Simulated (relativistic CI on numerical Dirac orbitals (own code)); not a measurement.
# Spin-allowed bands of a d8 ion in a tetrahedral site, by hand

Problem. Take Δ = 5550 cm⁻¹ and B = 760 cm⁻¹ for a d8 ion in a tetrahedral site. Calculate the three spin-allowed bands.

Working.
1. The terms of highest spin are 3F (energy 0) and 3P (15B = 11400 cm⁻¹). Here the F term splits into A2 at +1.2Δ = 6660, T2 at +0.2Δ = 1110 and T1 at −0.6Δ = -3330 cm⁻¹.
2. The two T1 states mix through the element 0.4Δ: H = [[-3330, 2220], [2220, 11400]], with roots ½(H₁₁ + H₂₂) ∓ ½√[(H₂₂ − H₁₁)² + 4H₁₂²] = ½(8070) ∓ ½(15385) = -3657 and 11727 cm⁻¹.
3. The ground term is 3T1 at -3657 cm⁻¹.
4. Bands: 3T2 4767 cm⁻¹ (2098 nm), 3A2 10317 cm⁻¹ (969 nm), 3T1(P) 15385 cm⁻¹ (650 nm).

Check. Exact diagonalisation of the whole d8 shell with these parameters gives 3T2 4767, 3A2 10317, 3T1 15385 cm⁻¹. The match is exact, since without spin-orbit coupling no other term has this spin. The ratio of the second band to the first, 2.164, depends on Δ/B = 7.3 alone, which is how a Tanabe-Sugano diagram is read.
